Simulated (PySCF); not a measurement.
Isomers of C6H13BO2.

All values: wB97X-D/def2-SVPD (PySCF) at PBE0-D3(BJ)/def2-SVP geometries, gas phase, one conformer each. Core orbitals are frozen in the response; Δα² is half the sum of the squared differences of the principal polarisabilities.

Question: Rank by HOMO energy, highest first.
A. `[CH3:1][CH2:2]/[CH:3]=[CH:4]/[B:5]([O:6][CH3:7])[O:8][CH3:9]` with C1–C2–C3–C4 -124°, C3–C4–B5–O6 -1°, C4–B5–O6–C7 180°, C4–B5–O8–C9 -1°
B. `[OH:1][B:2]([OH:3])[CH:4]1[CH2:5][CH2:6][CH2:7][CH2:8][CH2:9]1` with H–O1–B2–O3 0°, O1–B2–O3–H 0°, O1–B2–C4–C5 55°, B2–C4–C5–C6 -178°, C4–C5–C6–C7 55°, C5–C6–C7–C8 -55°, C6–C7–C8–C9 55°
C. `[CH3:1][O:2][B:3]([CH:4]=[C:5]([CH3:6])[CH3:7])[O:8][CH3:9]` with C1–O2–B3–C4 180°, O2–B3–C4–C5 -8°, O2–B3–O8–C9 178°
D. `[CH3:1][C:2]([CH3:3])=[C:4]([CH3:5])[CH2:6][B:7]([OH:8])[OH:9]` with C2–C4–C6–B7 87°, C4–C6–B7–O8 66°, C6–B7–O8–H -177°, C6–B7–O9–H -3°

Answer: D (-7.96 eV), C (-8.83 eV), A (-9.11 eV), B (-9.67 eV).

Question: Rank by dipole moment, highest first.
A. `[OH:1][B:2]([OH:3])[CH:4]1[CH2:5][CH2:6][CH2:7][CH2:8][CH2:9]1` with H–O1–B2–O3 0°, O1–B2–O3–H 0°, O1–B2–C4–C5 55°, B2–C4–C5–C6 -178°, C4–C5–C6–C7 55°, C5–C6–C7–C8 -55°, C6–C7–C8–C9 55°
B. `[CH3:1][O:2][B:3]([CH:4]=[C:5]([CH3:6])[CH3:7])[O:8][CH3:9]` with C1–O2–B3–C4 180°, O2–B3–C4–C5 -8°, O2–B3–O8–C9 178°
C. `[CH3:1][C:2]([CH3:3])=[C:4]([CH3:5])[CH2:6][B:7]([OH:8])[OH:9]` with C2–C4–C6–B7 87°, C4–C6–B7–O8 66°, C6–B7–O8–H -177°, C6–B7–O9–H -3°

Answer: A (2.37 D), C (1.24 D), B (0.89 D).

Question: Rank by HOMO–LUMO gap, lowest first.
A. `[CH3:1][C:2]([CH3:3])=[C:4]([CH3:5])[CH2:6][B:7]([OH:8])[OH:9]` with C2–C4–C6–B7 87°, C4–C6–B7–O8 66°, C6–B7–O8–H -177°, C6–B7–O9–H -3°
B. `[CH3:1][CH2:2]/[CH:3]=[CH:4]/[B:5]([O:6][CH3:7])[O:8][CH3:9]` with C1–C2–C3–C4 -124°, C3–C4–B5–O6 -1°, C4–B5–O6–C7 180°, C4–B5–O8–C9 -1°
C. `[OH:1][B:2]([OH:3])[CH:4]1[CH2:5][CH2:6][CH2:7][CH2:8][CH2:9]1` with H–O1–B2–O3 0°, O1–B2–O3–H 0°, O1–B2–C4–C5 55°, B2–C4–C5–C6 -178°, C4–C5–C6–C7 55°, C5–C6–C7–C8 -55°, C6–C7–C8–C9 55°
D. `[CH3:1][O:2][B:3]([CH:4]=[C:5]([CH3:6])[CH3:7])[O:8][CH3:9]` with C1–O2–B3–C4 180°, O2–B3–C4–C5 -8°, O2–B3–O8–C9 178°

Answer: A (9.50 eV), D (10.11 eV), B (10.34 eV), C (10.87 eV).

All values together:

```tsv
SMILES	μ (D)	HOMO (eV)	LUMO (eV)	α (Å³)	Δα (Å³)	ΔSCF removal energy (eV)
OB(O)C1CCCCC1	2.37	-9.67	1.20	13.30	2.90	9.78
COB(C=C(C)C)OC	0.89	-8.83	1.28	14.65	6.63	8.92
CC/C=C/B(OC)OC	1.03	-9.11	1.24	14.61	6.27	9.22
CC(C)=C(C)CB(O)O	1.24	-7.96	1.54	14.14	4.32	8.01
```

Conformers: `[OH:1][B:2]([OH:3])[CH:4]1[CH2:5][CH2:6][CH2:7][CH2:8][CH2:9]1` with H–O1–B2–O3 0°, O1–B2–O3–H 0°, O1–B2–C4–C5 55°, B2–C4–C5–C6 -178°, C4–C5–C6–C7 55°, C5–C6–C7–C8 -55°, C6–C7–C8–C9 55°; `[CH3:1][O:2][B:3]([CH:4]=[C:5]([CH3:6])[CH3:7])[O:8][CH3:9]` with C1–O2–B3–C4 180°, O2–B3–C4–C5 -8°, O2–B3–O8–C9 178°; `[CH3:1][CH2:2]/[CH:3]=[CH:4]/[B:5]([O:6][CH3:7])[O:8][CH3:9]` with C1–C2–C3–C4 -124°, C3–C4–B5–O6 -1°, C4–B5–O6–C7 180°, C4–B5–O8–C9 -1°; `[CH3:1][C:2]([CH3:3])=[C:4]([CH3:5])[CH2:6][B:7]([OH:8])[OH:9]` with C2–C4–C6–B7 87°, C4–C6–B7–O8 66°, C6–B7–O8–H -177°, C6–B7–O9–H -3°.
